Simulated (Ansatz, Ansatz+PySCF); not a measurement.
```csv
atom,x (Å),y (Å),z (Å)
O,0.0000,0.0000,-3.8100
B,0.0000,0.0000,0.0000
O,0.0000,0.0000,3.8100
```

Basis set: def2-SVP (spherical functions). Charge 0, multiplicity 2.

Computed with Ansatz (development build ahead of 0.2.0); each method stands on the lowest determinant of its kind that the runs found.

The atomization energy at this shape (free ground-state atoms in the same class of orbitals less the molecule, no zero-point energy) of doublet BO₂:

| method | atomization energy |
| --- | --- |
| PBE0 (unrestricted) | 10.1 kJ/mol |

Problem. What does UHF give?

Solution. 4.6 kJ/mol. Caution: the shape is not the minimum; the unrestricted determinant is a mixture of spin states. Caution for PBE0 (unrestricted): charge can spread falsely over distant fragments; the determinant breaks the point group.
